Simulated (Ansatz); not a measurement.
Ansatz (an electronic-structure program) input for CrO3, SMILES [O]=[Cr](=[O])=[O], multiplicity 1, PBE0-D3(BJ)/def2-SVP. 

Ansatz 0.2 input:
```yaml
crystal:
  periodic: [false, false, false]
  atoms:
    - {symbol: Cr, position_ang: [-0.00000000, -0.00000000, -0.22561910]}
    - {symbol: O, position_ang: [1.29153044, -0.74566545, 0.22561910]}
    - {symbol: O, position_ang: [-1.29153044, -0.74566545, 0.22561910]}
    - {symbol: O, position_ang: [0.00000001, 1.49133091, 0.22561910]}
basis:
  gaussian:
    orbitals: def2-SVP
hamiltonian:
  xc: pbe0
  dispersion: d3bj
relax: {f_tol: 0.002, max_steps: 200}
```

Output:

```
WARN ansatz: RAYON_NUM_THREADS=1 ignored (pool sized by the plan → 1); use --threads N
Functional definition: PBE0
integrals: 0.03 GiB planned
835 factors; integrals over basis functions are off by at most 1.2e-4 eV
mean field: 0.25 GiB planned
mean field evaluation 1: about -34519.5093 eV, gradient 1.1e2 eV
mean field evaluation 2: about -34154.6589 eV, gradient 3.9e2 eV
mean field evaluation 4: about -34539.0948 eV, gradient 2.4e1 eV
mean field evaluation 8: about -34539.9417 eV, gradient 3.9e0 eV
mean field evaluation 16: about -34540.0234 eV, gradient 1.1e-3 eV
mean field -34540.02343022 eV, -1269.3224489917 hartree, gradient 1.2e-5 eV, S^2 0.000000; 0 other end points of the search recorded, 0 dependent functions left out
the calculation of the forces begins
reference -34540.02349544 eV, -1269.3224513885 hartree; 24, 24 occupied and 49, 49 virtual orbitals, 835 factors
relax step   1: F+E_penalty+E_count = -34540.08306508 eV  Δ(F+E_penalty+E_count) = +0.000e0 eV  max|allowed force component| = 7.598e-1 eV/Å  Δτ_max = 0.0000 Å  (35 SCF iters, accepted)
these checks for a lower state are left out or cut short: starts, cluster_reference, orbital_swaps, neighbouring_geometries, increment
integrals: 0.03 GiB planned
835 factors; integrals over basis functions are off by at most 1.3e-4 eV
mean field: 0.25 GiB planned
mean field -34540.03401052 eV, -1269.3228378106 hartree, gradient 1.8e-5 eV, S^2 0.000000; 0 other end points of the search recorded, 0 dependent functions left out
the calculation of the forces begins
reference -34540.03407536 eV, -1269.3228401936 hartree; 24, 24 occupied and 49, 49 virtual orbitals, 835 factors
relax step   2: F+E_penalty+E_count = -34540.09363121 eV  Δ(F+E_penalty+E_count) = -1.057e-2 eV  max|allowed force component| = 3.875e-1 eV/Å  Δτ_max = 0.0158 Å  (37 SCF iters, accepted)
these checks for a lower state are left out or cut short: starts, cluster_reference, orbital_swaps, neighbouring_geometries, increment
integrals: 0.03 GiB planned
835 factors; integrals over basis functions are off by at most 1.3e-4 eV
mean field: 0.25 GiB planned
mean field evaluation 32: about -34540.0394 eV, gradient 3.1e-1 eV
mean field -34540.03962618 eV, -1269.3230441825 hartree, gradient 7.4e-6 eV, S^2 0.000000; 0 other end points of the search recorded, 0 dependent functions left out
the calculation of the forces begins
reference -34540.03969048 eV, -1269.3230465453 hartree; 24, 24 occupied and 49, 49 virtual orbitals, 835 factors
relax step   3: F+E_penalty+E_count = -34540.09919666 eV  Δ(F+E_penalty+E_count) = -5.565e-3 eV  max|allowed force component| = 5.461e-2 eV/Å  Δτ_max = 0.0248 Å  (38 SCF iters, accepted)
these checks for a lower state are left out or cut short: starts, cluster_reference, orbital_swaps, neighbouring_geometries, increment
integrals: 0.03 GiB planned
835 factors; integrals over basis functions are off by at most 1.3e-4 eV
mean field: 0.25 GiB planned
mean field -34540.03974596 eV, -1269.3230485841 hartree, gradient 2.4e-5 eV, S^2 0.000000; 0 other end points of the search recorded, 0 dependent functions left out
the calculation of the forces begins
reference -34540.03981014 eV, -1269.3230509428 hartree; 24, 24 occupied and 49, 49 virtual orbitals, 835 factors
relax step   4: F+E_penalty+E_count = -34540.09930895 eV  Δ(F+E_penalty+E_count) = -1.123e-4 eV  max|allowed force component| = 1.145e-3 eV/Å  Δτ_max = 0.0042 Å  (38 SCF iters, accepted)
integrals: 0.03 GiB planned
835 factors; integrals over basis functions are off by at most 1.3e-4 eV
mean field: 0.25 GiB planned
mean field evaluation 64: about -34540.0397 eV, gradient 3.0e-4 eV
mean field -34540.03974596 eV, -1269.3230485841 hartree, gradient 2.4e-5 eV, S^2 0.000000; 1 other end points of the search recorded, 0 dependent functions left out
the calculation of the forces begins
reference -34540.03981014 eV, -1269.3230509428 hartree; 24, 24 occupied and 49, 49 virtual orbitals, 835 factors
Total energy: -34540.09937313 eV, -1269.3252398425 hartree
Atom 0 at     0.000003    -0.000001    -0.180809 Å, force     0.000001    -0.000001    -0.000175 eV/Å
Atom 1 at     1.300346    -0.750755     0.210682 Å, force    -0.000995     0.000575     0.000058 eV/Å
Atom 2 at    -1.300342    -0.750746     0.210683 Å, force     0.000993     0.000571     0.000059 eV/Å
Atom 3 at    -0.000006     1.501503     0.210683 Å, force     0.000001    -0.001145     0.000059 eV/Å
Dipole moment:    -0.000001     0.000000    -0.653308 e Å
```

The calculation finished and met its thresholds.
